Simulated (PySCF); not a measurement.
Vertical excitations of a molecule CH7FO2Si2 from PySCF with TDA-PBE/def2-SVPD, as energy in eV (oscillator strength): 4.78 (0.003), 5.82 (0.001), 5.87 (0.006), 5.96 (0.002), 6.26 (0.005), 6.60 (0.045), 6.79 (0.006), 6.80 (0.036), 6.93 (0.007), 6.99 (0.036). Lowest triplet (TDA): 4.52 eV. Geometry optimised at PBE0-D3(BJ)/def2-SVP. The values are those of a single conformer.

Question: Identify the compound among the candidates.
(A) O[SiH2][C@@H](O)[SiH2]F
(B) C[SiH2]O[Si@H](O)F
(C) CO[Si@@](O)(F)[SiH3]
(D) O[SiH](O)[SiH2]CF

Answer: A, O[SiH2][C@@H](O)[SiH2]F
